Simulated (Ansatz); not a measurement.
Born–Oppenheimer molecular dynamics of ClH₃Sn (5 atoms, charge 0, multiplicity 1). It goes on from the last frame of an earlier run, with new velocities.

Method: Ansatz 0.2.0, RKS B3LYP/def2-SVP.

```
ensemble        : NVT, Langevin thermostat
time step       : 1 fs
steps asked     : 150
set temperature : 2000 K
friction        : 0.01 /fs
seed            : 875433
```

First frame:

```xyz
5
Properties=species:S:1:pos:R:3
Sn 0.122 -0.019 -0.239
Cl 0.161 -0.236 2.129
H 1.784 0.194 -1.003
H -0.611 1.411 -0.537
H -0.637 -1.593 -0.545
```

Problem. How far do the bonds stretch over the last three quarters of this one trajectory? (Pairs bonded in most of those frames.)

Solution. 
```tsv
bond	mean (Å)	spread (Å)	shortest	longest
Sn1–Cl2	2.396	0.066	2.30	2.49
Sn1–H3	1.752	0.106	1.57	1.97
Sn1–H4	1.743	0.115	1.56	1.96
Sn1–H5	1.759	0.079	1.62	1.93
```

Mean temperature of the second half: 1916 K. A run of 0.15 ps of so small a system gives no equilibrium averages.

The run took 5.3 min on 1 thread of Arm Neoverse V1 (shared host), peak memory 0.11 GiB.
